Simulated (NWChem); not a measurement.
System: SiAsH4, doublet; SMILES [SiH3][AsH]

NWChem input:

```
start job
memory heap 200 mb stack 900 mb global 1100 mb
geometry units angstroms noautoz
  Si     0.026026     1.537927     0.002985
  As     0.038526    -0.849732     0.009840
  H     -0.698421     2.074894     1.188366
  H      1.427900     2.032515     0.039474
  H     -0.631848     2.065980    -1.224600
  H     -1.503016    -0.884460    -0.014933
end
basis spherical
  * library def2-tzvp
end
dft
  odft
  mult 2
  xc pbe0
  iterations 150
  grid coarse
end
task dft gradient
```

Parts of the log:

```
             Northwest Computational Chemistry Package (NWChem) 7.3.0
             --------------------------------------------------------

 C1  symmetry detected

                             Geometry "geometry" -> ""
                             -------------------------

 Output coordinates in angstroms (scale by  1.889725989 to convert to a.u.)

  No.       Tag          Charge          X              Y              Z
 ---- ---------------- ---------- -------------- -------------- --------------
    1 Si                  14.0000     0.01569955     1.56194731     0.00005522
    2 As                  33.0000     0.03708785    -0.82565845     0.00002653
    3 H                    1.0000    -0.69162741     2.09296504     1.19838484
    4 H                    1.0000     1.41615005     2.06164738     0.01547184
    5 H                    1.0000    -0.66370038     2.09090930    -1.21535338
    6 H                    1.0000    -1.50451506    -0.86605532    -0.00015172

 Effective nuclear repulsion energy (a.u.)     148.5832687376

                                 NWChem DFT Module
                                 -----------------

 Summary of "ao basis" -> "ao basis" (spherical)
 ------------------------------------------------------------------------------
       Tag                 Description            Shells   Functions and Types
 ---------------- ------------------------------  ------  ---------------------
 Si                        def2-tzvp                13       37   5s5p2d1f
 As                        def2-tzvp                16       48   6s5p4d1f
 H                         def2-tzvp                 4        6   3s1p

            General Information
            -------------------
          SCF calculation type: DFT
          Wavefunction type:  spin polarized.
          No. of atoms     :     6
          No. of electrons :    51
           Alpha electrons :    26
            Beta electrons :    25
          Charge           :     0
          Spin multiplicity:     2
          Use of symmetry is: off; symmetry adaption is: off
          Maximum number of iterations: 150
          AO basis - number of functions:   109
                     number of shells:    45
          Convergence on energy requested:  1.00D-06
          Convergence on density requested:  1.00D-05
          Convergence on gradient requested:  5.00D-04

              XC Information
              --------------
                         PBE0 Method XC Functional
                     Hartree-Fock (Exact) Exchange  0.250
          PerdewBurkeErnzerhof Exchange Functional  0.750
            Perdew 1991 LDA Correlation Functional  1.000 local
           PerdewBurkeErnz. Correlation Functional  1.000 non-local

             Grid Information
             ----------------
          Grid used for XC integration:  coarse
          Radial quadrature: Mura-Knowles
          Angular quadrature: Lebedev.
          Tag              B.-S. Rad. Rad. Pts. Rad. Cut. Ang. Pts.
          ---              ---------- --------- --------- ---------
          Si                  1.10       70           9.0       302
          As                  1.15       95          10.0       302
          H                   0.35       35          11.0       302
          Grid pruning is: on
          Number of quadrature shells:   305
          Spatial weights used:  Erf1

      Superposition of Atomic Density Guess
      -------------------------------------

 Sum of atomic energies:       -2524.97195145

      Non-variational initial energy
      ------------------------------

 Total energy =   -2525.327497
 1-e energy   =   -3813.193985
 2-e energy   =    1139.283219
 HOMO         =      -0.185630
 LUMO         =       0.055836

   convergence    iter        energy       DeltaE   RMS-Dens  Diis-err
 ---------------- ----- ----------------- --------- --------- ---------
 d= 0,ls=0.0,diis     1  -2527.3272382930 -2.68D+03  2.19D-03  1.30D-01
                                                     1.79D-03  1.25D-01
 d= 0,ls=0.0,diis     2  -2527.3506485344 -2.34D-02  8.97D-04  8.60D-03
                                                     8.98D-04  8.66D-03
 d= 0,ls=0.0,diis     3  -2527.3530225298 -2.37D-03  3.40D-04  3.25D-03
                                                     3.41D-04  3.00D-03
 d= 0,ls=0.0,diis     4  -2527.3543902497 -1.37D-03  1.09D-04  1.08D-04
                                                     7.77D-05  8.43D-05
 d= 0,ls=0.0,diis     5  -2527.3544471799 -5.69D-05  1.65D-05  7.05D-06
                                                     2.52D-05  8.32D-06
  Resetting Diis
 d= 0,ls=0.0,diis     6  -2527.3544517367 -4.56D-06  8.81D-06  8.87D-07
                                                     9.39D-06  9.44D-07
 d= 0,ls=0.0,diis     7  -2527.3544523207 -5.84D-07  4.83D-06  9.11D-08
                                                     3.13D-06  5.66D-08

         Total DFT energy =    -2527.354452320665
      One electron energy =    -3814.569952672298
           Coulomb energy =     1243.679110781356
    Exchange-Corr. energy =     -105.046879167285
 Nuclear repulsion energy =      148.583268737562

 Numeric. integr. density =       51.000097163513

                    DFT Final Alpha Molecular Orbital Analysis
                    ------------------------------------------

 Vector   24  Occ=1.000000D+00  E=-3.428160D-01
              MO Center=  6.1D-02,  3.9D-01,  6.2D-03, r^2= 4.0D+00
   Bfn.  Coefficient  Atom+Function         Bfn.  Coefficient  Atom+Function
  ----- ------------  ---------------      ----- ------------  ---------------
    53      0.277465  2 As px               105     -0.209196  6 H  s
    93     -0.200111  4 H  s                 15     -0.175720  1 Si px
    56      0.175022  2 As px                47     -0.164647  2 As px
    43      0.137460  2 As s                106     -0.135270  6 H  s
    94     -0.132059  4 H  s                 16     -0.129916  1 Si py

 Vector   25  Occ=1.000000D+00  E=-2.917236D-01
              MO Center=  2.0D-03, -2.7D-01,  1.9D-04, r^2= 3.3D+00
   Bfn.  Coefficient  Atom+Function         Bfn.  Coefficient  Atom+Function
  ----- ------------  ---------------      ----- ------------  ---------------
    54      0.373878  2 As py                57      0.316968  2 As py
    16     -0.254686  1 Si py                43     -0.236283  2 As s
    48     -0.220706  2 As py                42     -0.205420  2 As s
    53     -0.148749  2 As px                56     -0.134443  2 As px
    41      0.103435  2 As s                  7      0.098404  1 Si py

 Vector   26  Occ=1.000000D+00  E=-2.531495D-01
              MO Center= -2.8D-02, -5.8D-01, -9.6D-04, r^2= 2.6D+00
   Bfn.  Coefficient  Atom+Function         Bfn.  Coefficient  Atom+Function
  ----- ------------  ---------------      ----- ------------  ---------------
    55      0.524311  2 As pz                58      0.498529  2 As pz
    49     -0.291800  2 As pz                46      0.090817  2 As pz
   100      0.077983  5 H  s                 88     -0.076822  3 H  s
    99      0.072632  5 H  s                 87     -0.071612  3 H  s
    52      0.066394  2 As pz                27     -0.047373  1 Si d -1

 Vector   27  Occ=0.000000D+00  E= 2.635670D-03
              MO Center= -5.2D-02,  7.3D-01,  7.1D-04, r^2= 6.3D+00
   Bfn.  Coefficient  Atom+Function         Bfn.  Coefficient  Atom+Function
  ----- ------------  ---------------      ----- ------------  ---------------
     5      1.016880  1 Si s                 57     -0.999658  2 As py
    19     -0.985959  1 Si py                43     -0.832705  2 As s
    16     -0.360470  1 Si py                54     -0.257166  2 As py
     4      0.242356  1 Si s                 48      0.168505  2 As py
     3     -0.162692  1 Si s                 88     -0.155603  3 H  s

 Vector   28  Occ=0.000000D+00  E= 1.295508D-02
              MO Center= -3.9D-01, -2.7D-01, -1.8D-03, r^2= 5.1D+00
   Bfn.  Coefficient  Atom+Function         Bfn.  Coefficient  Atom+Function
  ----- ------------  ---------------      ----- ------------  ---------------
   106      1.176300  6 H  s                 43     -0.911153  2 As s
    56      0.871677  2 As px                 5     -0.477550  1 Si s
    19     -0.467957  1 Si py                88      0.469348  3 H  s
   100      0.443426  5 H  s                 53      0.217233  2 As px
   105      0.202355  6 H  s                  4     -0.190544  1 Si s

 Vector   29  Occ=0.000000D+00  E= 4.169881D-02
              MO Center= -3.5D-01,  1.3D+00,  2.9D-02, r^2= 4.6D+00
   Bfn.  Coefficient  Atom+Function         Bfn.  Coefficient  Atom+Function
  ----- ------------  ---------------      ----- ------------  ---------------
    18      1.462049  1 Si px                94     -1.356717  4 H  s
   100      0.568280  5 H  s                 56     -0.480488  2 As px
    88      0.463593  3 H  s                  5      0.297562  1 Si s
    15      0.235224  1 Si px               106     -0.197222  6 H  s
    57     -0.134360  2 As py                28      0.116240  1 Si d  0

                     DFT Final Beta Molecular Orbital Analysis
                     -----------------------------------------

[...]

                         DFT ENERGY GRADIENTS

    atom               coordinates                        gradient
                 x          y          z           x          y          z
   1 Si      0.029668   2.951652   0.000104    0.000663   0.003513   0.000033
   2 As      0.070086  -1.560268   0.000050    0.004892  -0.004805  -0.000031
   3 H      -1.306986   3.955130   2.264619   -0.000142   0.000714   0.000047
   4 H       2.676136   3.895949   0.029238    0.000004   0.000658   0.000004
   5 H      -1.254212   3.951246  -2.296685   -0.000133   0.000700  -0.000072
   6 H      -2.843121  -1.636607  -0.000287   -0.005283  -0.000781   0.000019
```

Level: PBE0/def2-TZVP, spin-unrestricted. Coordinates come from a B3LYP/6-31G* (spherical d), spin-unrestricted optimisation. No stability test was run on the SCF state.
